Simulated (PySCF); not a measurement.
Ligands exchanged one at a time, B Br-H. All species are isolated molecules in the gas phase. Strings in code marks are SMILES.

All values below come from PBE0-D4/def2-TZVP run with PySCF 2.14.0. Delta-SCF ions had no search for a lower state. Excitations are Tamm–Dancoff values on a coarser integration grid. The basis has no diffuse functions, so Rydberg states are missing or too high.

```json
[
 {"species": "0 of 3 Br replaced by H", "brightest of the four lowest singlets (TDA) (eV)": "6.03", "HOMO–LUMO gap (eV)": "6.21", "vertical ionisation energy (Delta-SCF) (eV)": "10.32", "T1 excitation (TDA) (eV)": "4.53", "S1 excitation (TDA) (eV)": "4.70"},
 {"species": "1 of 3 Br replaced by H (`BrBBr`)", "brightest of the four lowest singlets (TDA) (eV)": "6.03", "HOMO–LUMO gap (eV)": "6.50", "vertical ionisation energy (Delta-SCF) (eV)": "10.77", "T1 excitation (TDA) (eV)": "4.67", "S1 excitation (TDA) (eV)": "4.93"},
 {"species": "2 of 3 Br replaced by H (`BBr`)", "brightest of the four lowest singlets (TDA) (eV)": "6.56", "HOMO–LUMO gap (eV)": "6.22", "vertical ionisation energy (Delta-SCF) (eV)": "10.76", "T1 excitation (TDA) (eV)": "4.17", "S1 excitation (TDA) (eV)": "4.53"},
 {"species": "3 of 3 Br replaced by H (`B`)", "brightest of the four lowest singlets (TDA) (eV)": "–", "HOMO–LUMO gap (eV)": "7.97", "vertical ionisation energy (Delta-SCF) (eV)": "13.04", "T1 excitation (TDA) (eV)": "–", "S1 excitation (TDA) (eV)": "–"}
]
```
